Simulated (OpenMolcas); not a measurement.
What dynamic correlation does to the levels of Ne3+

```json
{
  "Program": "OpenMolcas 26.06",
  "Basis": "ANO-RCC-VTZP [4s3p2d1f]",
  "Scalar Hamiltonian": "DKH2, point nucleus",
  "Active space": "5 electrons in 9 orbitals (RAS2 2s 2p; RAS3 3d, at most 2 electrons)",
  "State averaging": "2S+1 = 4 odd, 1 root; 2S+1 = 2 odd, 8 roots; 2S+1 = 4 even, 3 roots; 2S+1 = 2 even, 6 roots",
  "Spin-orbit coupling": "state interaction with AMFI integrals over the reference wave functions, term energies averaged over their components"
}
```

Methods on the same reference wave functions:
A. RASSCF
B. SS-RASPT2, IPEA 0.25 Eh, imaginary shift 0.1 Eh (closed shells correlated: 1s)
C. XMS-RASPT2, IPEA 0.25 Eh, imaginary shift 0.1 Eh (closed shells correlated: 1s)

Energies in cm-1 above 2s2 2p3 4S* 3/2, the measured ground level; measured values from Moore, Atomic Energy Levels, vol. I, NSRDS-NBS 35 (1971 reprint of NBS Circular 467, 1949).

| Level | A | B | C | Measured |
| --- | --- | --- | --- | --- |
| 2s2 2p3 4S* 3/2 | 0.0 | 0.0 | 0.0 | 0.0 |
| 2s2 2p3 2D* 3/2 | 44070 | 42160 | 42140 |  |
| 2s2 2p3 2D* 5/2 | 44095 | 42180 | 42170 |  |
| 2s2 2p3 2P* 1/2 | 66044 | 63610 | 63600 |  |
| 2s2 2p3 2P* 3/2 | 66050 | 63620 | 63610 |  |
| 2s 2p4 4P 5/2 | 186123 | 184340 | 183970 | 183860 |
| 2s 2p4 4P 3/2 | 186679 | 184900 | 184520 | 184477 |
| 2s 2p4 4P 1/2 | 187007 | 185230 | 184850 | 184799 |
| 2s 2p4 2D 3/2 | 260308 | 255790 | 255510 |  |
| 2s 2p4 2D 5/2 | 260312 | 255790 | 255510 |  |

Deviations, from unrounded energies. A percentage is the sum of absolute deviations over the sum of measured energies, with the sign that they share, or ± where signs differ.

| Against measurement | Levels | A | B | C |
| --- | --- | --- | --- | --- |
| mean absolute deviation (cm-1) | 3 | 2200 | 450 | 68 |
| other configurations (%) | 3 | +1.2 | +0.2 | +0.0 |

C lies closest to measurement on these levels and A furthest from it. The largest miss of C in the table is 2s 2p4 4P 5/2, by +110 cm-1. The ranking rests on the paired levels alone, and a cruder setting can come out closer through cancelling errors.

Between B and C the level of the table that moves most is 2s 2p4 4P 3/2, by 380 cm-1 (lowest in C, highest in B). Moves below CASPT2's spread within the term are not significant.

From A to B the spin-free energies of the other terms of 2s2 2p3 shown, above 4S*, scale by a factor of 0.96.

The lowest spin-free term lies below A's lowest term by 0.053 hartree in B, 0.053 hartree in C.

CASPT2 breaks the degeneracy within a term, and the mean is taken; among the terms shown or strongly mixed into the levels shown the widest spread is 300 cm-1 (2s 2p4 2D, C). Active for correlation alone: 3d; no level in the range computed is led by a configuration that fills it, so any true level of that kind is missing. Computed and measured levels are paired by configuration, term and J; levels that our copy of the source lacks, or whose pairing is in doubt (as where it misses far off the trend of its configuration), stay unpaired and out of the deviations. Levels of configurations outside the active space are missing. Levels that lie high or do not pair safely by name in every column are left out.

* marks odd parity.
